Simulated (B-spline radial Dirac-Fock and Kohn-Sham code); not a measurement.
## Yb 4p3/2: cross section and angular parameters

System: atomic ytterbium in the configuration [Xe] 4f14 6s2; threshold 339.7 eV (tabulated edge). These are calculated numbers from a radial atomic solver; the model is Dirac-Hartree-Slater photoionisation with a Latter tail; cross sections with all multipoles, angular parameters from the dipole term and its interference with E2.

Input of the calculation (task.json; shells as n, l, electrons):

```json
{"items": [{
  "Z": 70,
  "q": 0,
  "cfg": [[1, 0, 2], [2, 0, 2], [2, 1, 6], [3, 0, 2], [3, 1, 6], [3, 2, 10], [4, 0, 2], [4, 1, 6], [4, 2, 10], [4, 3, 14], [5, 0, 2], [5, 1, 6], [6, 0, 2]],
  "A": 174,
  "rrms": 5.3108,
  "do": "xps",
  "hv": [55.1, 59.9, 60, 68.6, 73.8, 111.0, 200, 240.0, 252.0, 264.0, 300, 393.0, 622.0, 707.0, 756.0, 1000, 1170.0, 1253.6, 1590.0, 1930.0, 2810.0, 2984.4, 3180.0, 4060.0, 5414.7, 6070.0, 6330.0, 6930.0, 10500.0, 15000],
  "edges": {"K": 61332.0, "L1": 10486.0, "L2": 9978.0, "L3": 8944.0, "M1": 2398.0, "M2": 2173.0, "M3": 1950.0, "M4": 1576.0, "M5": 1528.0, "N1": 480.5, "N2": 388.7, "N3": 339.7, "N4": 191.2, "N5": 182.4}
}]}
```

Launch: `python xray2_run.py task.json out`

For linearly polarised light dσ/dΩ = σ/(4π) [1 + β P₂(cos θ) + (δ + γ cos²θ) sin θ cos φ], with θ from the polarisation vector and φ the angle between the beam and the projection of the electron momentum on the plane normal to the polarisation.

| hν (eV) | σ (kb) | β | γ | δ |
| --- | --- | --- | --- | --- |
| 393 | 252 | -0.535 | -0.131 | 0.043 |
| 622 | 188 | 0.841 | 0.171 | 0.061 |
| 707 | 167 | 1.032 | 0.258 | 0.046 |
| 756 | 155 | 1.115 | 0.287 | 0.039 |
| 1000 | 111 | 1.370 | 0.297 | 0.017 |
| 1170 | 90.2 | 1.469 | 0.249 | 0.009 |
| 1253.6 | 81.8 | 1.505 | 0.222 | 0.007 |
| 1590 | 57.0 | 1.603 | 0.113 | 0.002 |
| 1930 | 41.3 | 1.658 | 0.032 | 0.001 |
| 2810 | 21.0 | 1.721 | -0.042 | 0.003 |
| 2984.4 | 18.7 | 1.726 | -0.040 | 0.004 |
| 3180 | 16.5 | 1.731 | -0.033 | 0.004 |
| 4060 | 10.1 | 1.737 | 0.044 | 0.007 |
| 5414.7 | 5.46 | 1.725 | 0.231 | 0.011 |
| 6070 | ? | ? | ? | ? |
| 6330 | 3.85 | 1.710 | 0.375 | 0.014 |
| 6930 | 3.13 | 1.699 | 0.472 | 0.016 |
| 10500 | 1.15 | 1.625 | 1.005 | 0.030 |
| 15000 | 0.458 | 1.534 | 1.556 | 0.052 |

Question: Give the values at 6070 eV.

Answer: σ = 4.23 kb, β = 1.715, γ = 0.334, δ = 0.013.
